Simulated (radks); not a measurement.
The numbers below are computed, except where a source is named.
Coulomb parameter of the 3d shell of the zinc ion Zn2+ in the model configuration [Ar] 3d8.5 4p1.5, as a second difference U = [E(n + 1) + E(n - 1) - 2 E(n)] / (1)^2 with all orbitals relaxed. "Bare": the charge of the atom changes with n. "Screened": the 4p shell takes up the change at fixed total charge, which measures U(3d,3d) + U(4p,4p) - 2 U(3d,4p). Code: a radial shooting solver on a logarithmic mesh with Libxc functionals. Model: scalar-relativistic Kohn-Sham, PBE, spin-unpolarised, spherical densities, point nucleus.

case            configuration  E - E(n) (eV)
start        [Ar] 3d8.5 4p1.5          0.000
bare +1      [Ar] 3d9.5 4p1.5        -34.525
bare -1      [Ar] 3d7.5 4p1.5         54.645
screened +1  [Ar] 3d9.5 4p0.5        -21.290
screened -1  [Ar] 3d7.5 4p2.5         28.256

U(bare) = 20.120 eV, U(screened by 4p) = 6.966 eV, against the Slater integral F0(3d,3d) = 31.243 eV with frozen orbitals.
